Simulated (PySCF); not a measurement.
C₅H₁₂GeSi.
Cartesian coordinates in Å at the PBE0-D3(BJ)/def2-SVP level; atoms count from 1:
```xyz
19
C5H12GeSi angstrom
C     -2.839    1.264   -0.211
C     -1.713    0.254   -0.378
C     -1.481   -0.594    0.869
Ge    -0.012   -1.869    0.684
C      1.587   -0.893    0.312
C      2.589   -0.233    0.066
Si     4.097    0.739   -0.306
H     -2.628    1.960    0.616
H     -3.794    0.763    0.014
H     -2.983    1.863   -1.123
H     -0.779    0.782   -0.638
H     -1.932   -0.403   -1.238
H     -2.388   -1.164    1.134
H     -1.249    0.047    1.736
H      0.212   -2.677    1.974
H     -0.250   -2.830   -0.497
H      4.935    0.007   -1.300
H      3.713    2.066   -0.869
H      4.884    0.946    0.945
```

Linear response at CAM-B3LYP/def2-SVPD (PySCF, frozen core in the response, non-relativistic). The structure is a single PBE0-D3(BJ)/def2-SVP conformer in the gas phase; no vibrational or solvent corrections. The CAM-B3LYP/def2-SVPD calculation is non-relativistic and has no spin–orbit coupling, an omission that weighs most on germanium.

Static isotropic polarisability: 120.84 au (17.91 Å³), principal values 96.3, 114.4, 151.8 au.

(1) What is the polarisability at 1064 nm and at the sodium D line?

(2) What is the isotropic C6 coefficient between two such molecules, C6 = (3/π)∫α(iω)² dω?

(3) Which effective excitation energy ω̄ makes London's formula C6 = (3/4)α²ω̄ exact here?

(4) The lowest 10 singlets have (eV, f): 5.60, 0.000; 5.84, 0.002; 5.84, 0.001; 7.37, 0.131; 7.43, 0.002; 7.58, 0.643; 7.99, 0.073; 8.10, 0.346; 8.16, 0.030; 8.19, 0.170. What share of the static polarisability do they carry in the sum over states α = Σ f/ω²?

(5) How many electrons N does the Slater–Kirkwood formula C6 = (3/4)·√N·α^(3/2) need to give this C6?

(6) What three-body coefficient follows from the one-pole estimate C9 = (3/4)·α·C6?

## Answers

(1) 122.15 au at 1064 nm (+1.1 %), 125.24 au at 589.3 nm (+3.6 %). The rise at 589.3 nm is 3.38 times that at 1064 nm; a pure ω² law gives 3.26. The lowest singlet lies at 221 nm, shorter than both wavelengths.

(2) 5125 au (Eh·bohr⁶) by a ten-point quadrature over imaginary frequencies, which is 3060 eV·Å⁶ or 295 J·nm⁶/mol.

(3) ω̄ = 4·C6/(3α²) = 0.468 Eh = 12.7 eV. A one-pole form α(ω) = α/(1 − ω²/ω̄²) fitted to the 1064 nm value gives 11.3 eV. London's choice of the ionisation energy (9.75 eV, ΔSCF at the same level) gives C6 = 3920 au, 23 % too low.

(4) 17.15 au, 14.2 % of α; the largest term, 8.28 au, is that of the state at 7.58 eV. Their oscillator strengths add up to 1.40. Higher states carry the rest.

(5) N = (4·C6/3)²/α³ = 26.5; the species has 88 electrons in all.

(6) 465000 au. This is an estimate from the two numbers above, not a computed integral.
